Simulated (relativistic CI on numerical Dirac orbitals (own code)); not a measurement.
## Ni10+: q coefficients and field-shift factors

Method of calculation: Dirac-Coulomb-Breit CI, KLI orbitals optimised for each configuration, derivatives by finite differences, unscaled Slater integrals, QED left out (own radial code, finite nucleus).

CI space (outside the closed core [Ne]): 3s²3p⁶, 3s²3p⁵3d, 3s3p⁶3d, 3s²3p⁵4s, 3p⁶3d², 3p⁵3d³, 3p⁵3d²4s. Double excitations out of closed p, d and f shells are left out; levels of such configurations are missing from the list, as are those of other unlisted configurations, and high levels can miss mixing partners.

With x = (α/α₀)² − 1 an excitation energy changes as ω = ω₀ + qx; K = 2q/ω₀ is the relative enhancement. Terms are leading LS components, so labels can repeat. The field-shift factor is F = δν/δ⟨r²⟩ for the transition from the lowest level.

Lowest level 3s²3p⁶ ¹S0.

```
        Level  ω₀ (cm⁻¹)  q (cm⁻¹)  F (GHz/fm²)
3s²3p⁵3d ³P°0     463242      1721        0.518
3s²3p⁵3d ³P°1     467096      4935        0.515
3s²3p⁵3d ³P°2     475180     11720         0.51
3s²3p⁵3d ³F°4     487201      4828        0.552
3s²3p⁵3d ³F°3     491827      6690         0.53
3s²3p⁵3d ³F°2     498693     12980        0.509
3s²3p⁵3d ³D°3     525550      4877        0.584
3s²3p⁵3d ¹D°2     529920     14060        0.532
3s²3p⁵3d ³D°1     533419     14010        0.538
3s²3p⁵3d ³D°2     538046     20640        0.534
3s²3p⁵3d ¹F°3     541184     23030        0.523
3s²3p⁵3d ¹P°1     700005     13470        0.637
  3s3p⁶3d ³D1     911213     33240        -20.6
```

At this charge energies of transitions that change n are usually good to better than 1 %, and those within a shell (Δn = 0) to a few per cent.

(1) Which transition from the lowest level has the largest |K|?

## Answers

(1) 3s²3p⁵3d ¹F°3 at 541184 cm⁻¹, K = 0.0851.
